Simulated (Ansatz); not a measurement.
**Pulling the pair apart**

The pair of OH⁻ (SMILES [OH-], atoms 1–2) and AsH3 (SMILES [AsH3], atoms 3–6), both closed shells, in one local arrangement (a lower one may exist), relaxed at PBE0-D4/def2-TZVPD:

```tsv
atom	x (Å)	y (Å)	z (Å)
O1	0.0489	-0.1267	-1.6553
H2	0.7018	0.4767	-2.0202
As3	0.2277	0.2663	0.5000
H4	-1.2867	0.3940	0.4274
H5	0.2836	-1.2512	0.5940
H6	0.0248	0.2409	2.1542
```

AsH3 is shifted rigidly along the line between the mean atom positions of the two fragments (negative: closer). Counterpoise interaction energies in kcal/mol. Ansatz 0.2.0; basis: def2-TZVPPD; cores frozen in the correlated methods. Filled d shells of the heavier atoms are correlated. The def2 sets are not built for correlating such inner shells, so the correlated values are less sure here.

```tsv
shift (Å)	HF	MP2	PBE0-D4
-0.22	-17.12	-16.78	-22.85
-0.11	-19.48	-19.75	-25.30
0.00	-20.15	-20.84	-25.97
0.11	-19.84	-20.76	-25.51
0.26	-18.53	-19.53	-23.81
0.55	-15.21	-16.00	-19.44
1.10	-9.50	-9.75	-11.87
2.20	-3.61	-3.50	-4.32
```

Question: What does CCSD(T) give at these shifts? (An estimate is asked for; the value comes from the calculation.)

Answer: By the calculation: -16.89, -19.79, -20.86, -20.79, -19.62, -16.21, -10.03, -3.63 kcal/mol. For zero shift, CCSD(T) at an estimated basis limit (MP2 extrapolated from triple and quadruple zeta, plus CCSD(T) − MP2 in triple zeta) gives -22.69 kcal/mol. These are counterpoise interaction energies, counted from the two frozen fragments.

No T1 diagnostic of these runs exceeds 0.018.

For scale, one of the runs: CCSD(T)/def2-TZVPPD, 162 basis functions (an equivalent command: `ansatz run in.yaml --threads 2`). Time: 15 s of wall clock on 2 CPU threads; the host was shared. Peak host memory: 1.3 GiB.
